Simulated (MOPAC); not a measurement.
Input for MOPAC: PM3 on CHFO2 (a complex), monomers drawn apart or pushed together.

```
PM3 1SCF PRECISE CHARGE=0 THREADS=1
CHFO2

F     -0.17405263 1    -0.13736342 1    -0.71344463 1
H     -0.13006389 1    -0.46683909 1     0.15395053 1
O      0.05022277 1    -0.68494234 1     3.59147240 1
C      0.10367252 1    -0.00442693 1     4.53345367 1
O      0.15694391 1     0.66274317 1     5.47453820 1
```

The log:

```
*******************************************************************************
 **                                                                           **
 **                              MOPAC v23.2.5                                **
 **                                                                           **
 *******************************************************************************
 ** MOPAC's Digital Object Identifier: https://doi.org/10.5281/zenodo.6511958 **
 **                                                                           **
 ** Please cite the open-source release paper for use of this MOPAC version:  **
 ** J. E. Moussa and J. J. P. Stewart (2026)                                  **
 ** MOPAC: An open-source semiempirical molecular orbital program             **
 ** J. Open Source Softw., 11(119), 8025, https://doi.org/10.21105/joss.08025 **
 *******************************************************************************

                              PM3 CALCULATION RESULTS

 *******************************************************************************
 *  PM3        - The PM3 Hamiltonian to be used
 *
 *
 *
 *                 CHARGE ON SYSTEM = 0
 *
 *
 *
 *  PRECISE    - TIGHTER CRITERIA TO BE USED
 *  1SCF       - DO 1 SCF AND THEN STOP
 *  THREADS=1  - MULTI-THREADING NOT USED
 *  T=         - A TIME OF 172800.0 SECONDS REQUESTED
 *  DUMP=N     - RESTART FILE WRITTEN EVERY 7200.0 SECONDS REQUESTED
 *******************************************************************************
PM3 1SCF PRECISE CHARGE=0 THREADS=1
 CHFO2

   ATOM   CHEMICAL          X               Y               Z
  NUMBER   SYMBOL      (ANGSTROMS)     (ANGSTROMS)     (ANGSTROMS)

     1       F         -0.17405263  *  -0.13736342  *  -0.71344463  *
     2       H         -0.13006389  *  -0.46683909  *   0.15395053  *
     3       O          0.05022277  *  -0.68494234  *   3.59147240  *
     4       C          0.10367252  *  -0.00442693  *   4.53345367  *
     5       O          0.15694391  *   0.66274317  *   5.47453820  *



          CARTESIAN COORDINATES

    NO.       ATOM           X           Y           Z

     1         F         -0.1741     -0.1374     -0.7134
     2         H         -0.1301     -0.4668      0.1540
     3         O          0.0502     -0.6849      3.5915
     4         C          0.1037     -0.0044      4.5335
     5         O          0.1569      0.6627      5.4745

  H: (PM3): J. J. P. STEWART, J. COMP. CHEM. 10, 209 (1989).
  C: (PM3): J. J. P. STEWART, J. COMP. CHEM. 10, 209 (1989).
  O: (PM3): J. J. P. STEWART, J. COMP. CHEM. 10, 209 (1989).
  F: (PM3): J. J. P. STEWART, J. COMP. CHEM. 10, 209 (1989).

           Empirical Formula: C H O2 F  =     5 atoms



      MOLECULAR POINT GROUP   :   Cs


      RHF CALCULATION, NO. OF DOUBLY OCCUPIED LEVELS = 12


 -------------------------------------------------------------------------------
 PM3 1SCF PRECISE CHARGE=0 THREADS=1
 CHFO2



     1SCF WAS SPECIFIED, SO BFGS WAS NOT USED
     SCF FIELD WAS ACHIEVED


                              PM3 CALCULATION
                                                       MOPAC v23.2.5 Linux




          FINAL HEAT OF FORMATION =       -146.85841 KCAL/MOL =    -614.45557 KJ/MOL


          COSMO AREA              =        105.67 SQUARE ANGSTROMS
          COSMO VOLUME            =         73.95 CUBIC ANGSTROMS

          IONIZATION POTENTIAL    =         12.947954 EV
          HOMO LUMO ENERGIES (EV) =        -12.948  1.107
          NO. OF FILLED LEVELS    =         12
          MOLECULAR WEIGHT        =         64.0161         POINT GROUP:  Cs

          MOLECULAR DIMENSIONS (Angstroms)

            Atom       Atom       Distance
            O     5    F     1     6.24827
            O     3    F     1     1.09509
            H     2    C     4     0.00004


          SCF CALCULATIONS        =          1





   ATOM   CHEMICAL          X               Y               Z
  NUMBER   SYMBOL      (ANGSTROMS)     (ANGSTROMS)     (ANGSTROMS)

     1       F         -0.17405263  *  -0.13736342  *  -0.71344463  *
     2       H         -0.13006389  *  -0.46683909  *   0.15395053  *
     3       O          0.05022277  *  -0.68494234  *   3.59147240  *
     4       C          0.10367252  *  -0.00442693  *   4.53345367  *
     5       O          0.15694391  *   0.66274317  *   5.47453820  *

                             CARTESIAN COORDINATES

   1    F       -0.174052630    -0.137363420    -0.713444630
   2    H       -0.130063890    -0.466839090     0.153950530
   3    O        0.050222770    -0.684942340     3.591472400
   4    C        0.103672520    -0.004426930     4.533453670
   5    O        0.156943910     0.662743170     5.474538200


           Empirical Formula: C H O2 F  =     5 atoms



      MOLECULAR POINT GROUP   :   Cs


                  EIGENVALUES
 -39.54110 -39.16543 -23.54234 -21.34343 -18.05434 -18.05285 -17.89235 -17.01751
 -16.07736 -16.07689 -12.94973 -12.94795   1.10659   1.10967   1.89990   3.81361
   7.81172


              NET ATOMIC CHARGES AND DIPOLE CONTRIBUTIONS

  ATOM NO.   TYPE          CHARGE      No. of ELECS.   s-Pop       p-Pop
    1          F          -0.166924        7.1669     1.63443     5.53250
    2          H           0.166869        0.8331     0.83313
    3          O          -0.272970        6.2730     1.84642     4.42655
    4          C           0.520454        3.4795     1.16933     2.31022
    5          O          -0.247429        6.2474     1.84196     4.40547
 DIPOLE           X         Y         Z       TOTAL
 POINT-CHG.     0.042    -0.165     0.813     0.831
 HYBRID         0.031    -0.233     0.611     0.655
 SUM            0.073    -0.398     1.424     1.481


          ATOMIC ORBITAL ELECTRON POPULATIONS

     Atom    s        px        py        pz
    1  F   1.63443   1.99895   1.94108   1.59247
    2  H   0.83313
    3  O   1.84642   1.64179   1.46852   1.31624
    4  C   1.16933   0.72839   0.77040   0.81143
    5  O   1.84196   1.62800   1.47031   1.30715

 **********************
 *                    *
 * JOB ENDED NORMALLY *
 *                    *
 **********************




 == MOPAC DONE ==
```

The run finished.

Cost: around 0.03 core-seconds (rough).
